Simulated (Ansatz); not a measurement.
GeHMe2Cl (C₂H₇ClGe): single points at one geometry.

```yaml
crystal:
  periodic: [false, false, false]
  atoms:
    - {symbol: Ge, position_ang: [-0.257257, -0.435681, 0.484773]}
    - {symbol: H, position_ang: [-0.311993, -0.528012, 2.022155]}
    - {symbol: C, position_ang: [1.564028, -0.532034, -0.182578]}
    - {symbol: H, position_ang: [1.561773, -0.500424, -1.281493]}
    - {symbol: H, position_ang: [2.041118, -1.466899, 0.143156]}
    - {symbol: H, position_ang: [2.150607, 0.318205, 0.197832]}
    - {symbol: C, position_ang: [-1.222560, 1.111259, -0.183628]}
    - {symbol: H, position_ang: [-2.265596, 1.090191, 0.161747]}
    - {symbol: H, position_ang: [-1.213968, 1.110302, -1.282952]}
    - {symbol: H, position_ang: [-0.747130, 2.036565, 0.176208]}
    - {symbol: Cl, position_ang: [-1.299034, -2.203473, -0.255199]}
basis:
  gaussian: {orbitals: def2-TZVP, initial_orbitals: start.molden}
hamiltonian: {xc: {name: r2SCAN0}, dispersion: d4}
scf: {omitted_lower_state_checks: [starts]}
output: {orbitals: {seedname: orbitals}}
```

The file start.molden holds the orbitals of an earlier run on this structure, at another level or in another basis.

```sh
$ ansatz run in.yaml --threads 2 --pin off --events-out ev --progress --plain --max-ram 4352MiB
```

Shortened log:

```
Functional definition: r2SCAN0
1337 factors; their error is unknown
mean field evaluation 1: about -71228.6121 eV, gradient 8.4e0 eV
mean field evaluation 2: about -71228.6445 eV, gradient 4.0e-2 eV
mean field evaluation 4: about -71228.9391 eV, gradient 1.3e-4 eV
mean field -71228.93912807 eV, -2617.6152322475 hartree, gradient 2.0e-5 eV, S^2 0.000000; 0 other end points of the search recorded, 0 dependent functions left out
reference -71228.93913749 eV, -2617.6152325936 hartree; 34, 34 occupied and 155, 155 virtual orbitals, 1337 factors
Total energy: -71229.00568067 eV, -2617.6176780104 hartree
Checks for a lower state left out: starts
```

It took 8 s on 2 threads of Arm Neoverse V1 on a shared host.

The first input with `hamiltonian: {xc: {name: LC-wPBE}}` (abridged; 3.8 s):

```
Functional definition: LC-wPBE
mean field -71220.11778158 eV, -2617.2910537435 hartree, gradient 1.8e-5 eV, S^2 0.000000
Total energy: -71220.11778159 eV, -2617.2910537437 hartree
Checks for a lower state left out: starts
```

The first input with `gaussian: {orbitals: 6-31G}`, `hamiltonian: {xc: {name: B3LYP}, dispersion: d4}` (abridged; 1.8 s):

```
Functional definition: B3LYP
mean field evaluation 16: about -71221.7148 eV, gradient 5.7e-5 eV
mean field -71221.71480574 eV, -2617.3497432988 hartree, gradient 5.7e-5 eV, S^2 0.000000
Total energy: -71222.08025274 eV, -2617.3631732281 hartree
Checks for a lower state left out: starts
```

First input, but with `gaussian: {orbitals: def2-TZVPD, initial_orbitals: start.molden}`, `hamiltonian: {xc: pbe0, dispersion: d4}` (abridged; 7.5 s):

```
Functional definition: PBE0
mean field -71218.17646294 eV, -2617.2197115993 hartree, gradient 1.5e-5 eV, S^2 0.000000
Total energy: -71218.36975740 eV, -2617.2268150395 hartree
Checks for a lower state left out: starts
```

The first input with `gaussian: {orbitals: def2-SVP, initial_orbitals: start.molden}`, `hamiltonian: {xc: pbe, dispersion: d4}` (abridged; 1.8 s):

```
Functional definition: PBE
mean field -71201.07387750 eV, -2616.5912031770 hartree, gradient 1.1e-5 eV, S^2 0.000000
Total energy: -71201.30056137 eV, -2616.5995336553 hartree
Checks for a lower state left out: starts
```

First input, but with `hamiltonian: {xc: r2scan, dispersion: d4}` (abridged; 6.5 s):

```
Functional definition: r2SCAN
mean field -71229.66411635 eV, -2617.6418750755 hartree, gradient 1.1e-5 eV, S^2 0.000000
Total energy: -71229.72031181 eV, -2617.6439402205 hartree
Checks for a lower state left out: starts
```

The first input with `gaussian: {orbitals: def2-TZVPD, initial_orbitals: start.molden}`, `hamiltonian: {xc: r2scan, dispersion: d4}` (abridged; 9.5 s):

```
Functional definition: r2SCAN
mean field -71229.69975727 eV, -2617.6431848551 hartree, gradient 1.9e-5 eV, S^2 0.000000
Total energy: -71229.75596244 eV, -2617.6452503572 hartree
Checks for a lower state left out: starts
```

Geometry: PBE0-D4/def2-SVP.

The 6-31G sets use Cartesian d functions. LC-ωPBE has ω = 0.4 bohr⁻¹. B3LYP takes the VWN-RPA correlation.
